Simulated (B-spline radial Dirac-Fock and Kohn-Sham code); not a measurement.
## Mn⁵⁺ 3p1/2: cross section and angular parameters

System: the Mn⁵⁺ ion, configuration 1s2 2s2 2p6 3s2 3p6 3d2; threshold 144.7 eV (orbital energy of the model). Model: Dirac-Hartree-Slater photoionisation with a Latter tail; cross sections with all multipoles, angular parameters from the dipole term and its interference with E2. Program: an atomic code on a B-spline grid.

Input of the calculation (task.json; shells as n, l, electrons):

```json
{"items": [{
  "Z": 25,
  "q": 5,
  "cfg": [[1, 0, 2], [2, 0, 2], [2, 1, 6], [3, 0, 2], [3, 1, 6], [3, 2, 2]],
  "A": 55,
  "rrms": 3.7057,
  "do": "xps",
  "hv": [64.6, 80, 85.4, 111.0, 121.0, 125.0, 153.0, 167.0, 278.0, 458.0, 682.0, 741.0, 800, 946.0, 1000, 1100.0, 1170.0, 1253.6, 1980.0, 2000, 2470.0, 2880.0, 2984.4, 3050.0, 3300.0, 5260.0, 6000, 6850.0, 8047.8, 10700.0]
}]}
```

Run with: `python xray2_run.py task.json out`

```
hν (eV)  σ (kb)      β       γ      δ
    153     417  0.689   0.121  0.034
    167     404  0.957   0.130  0.018
    278     242  1.514  -0.005  0.000
    458     107  1.626   0.005  0.003
    682    47.7  1.610   0.104  0.007
    741    39.9  1.601   0.131  0.007
    800    33.6  1.590   0.159  0.008
    946    22.9  1.561   0.227  0.011
   1000    20.1  1.550   0.252  0.012
   1100    15.9  1.528   0.295  0.014
   1170    13.7  1.513   0.323  0.015
 1253.6    11.5  1.495   0.356  0.017
   1980    3.47  1.353   0.583  0.034
   2000    3.38  1.350   0.588  0.034
   2470    1.88  1.272   0.699  0.046
   2880    1.21  1.211   0.780  0.056
 2984.4    1.09  1.197   0.798  0.059
   3050    1.02  1.188   0.810  0.060
   3300       ?      ?       ?      ?
   5260   0.193  0.953   1.086  0.116
   6000   0.127  0.894   1.148  0.134
   6850  0.0824  0.835   1.208  0.154
 8047.8  0.0484  0.765   1.279  0.182
  10700  0.0185  0.645   1.398  0.238
```

Q: Give the values at 3300 eV.

A: σ = 0.809 kb, β = 1.156, γ = 0.851, δ = 0.067.
